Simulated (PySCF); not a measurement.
Cartesian coordinates in Å; atom numbers follow the order of the lines, from 1:
```xyz
5

Mn    0.0760    0.1441    0.0767
O    -0.0353   -0.0371    1.5955
O     1.5370    0.1644   -0.3880
O    -0.6870    1.3859   -0.4020
Br   -0.8906   -1.6573   -0.8821
```

Geometry: PBE0-D3(BJ)/def2-SVP; GIAO absolute shieldings from PySCF, gas phase, non-relativistic, averaged over equivalent atoms.

At PBE0/pcSseg-1 (pcSseg-2 on Mn) (165 basis functions, 31 s wall time on 1 thread of an x86-64 server CPU, shared host):
| atoms | σ (ppm) |
| --- | --- |
| Mn1 | -4765.3 |
| O2/O3/O4 | -1436.8 |
| Br5 | 1490.1 |

Predict the values at PBE/pcSseg-1 (pcSseg-2 on Mn) on the same geometry.

Answers


| atoms | σ at PBE/pcSseg-1 (pcSseg-2 on Mn) | change |
| --- | --- | --- |
| Mn1 | -3481.5 | +1283.8 |
| O2/O3/O4 | -995.5 | +441.3 |
| Br5 | 1212.2 | -277.9 |

The largest change is at Mn1 (Mn bonded to Br, 3 O). Cost: 165 basis functions, 45 s wall time on 1 thread of an x86-64 server CPU, shared host.

Relativistic effects, spin–orbit coupling among them, are left out; they matter for Br and for the light atoms bonded to it.
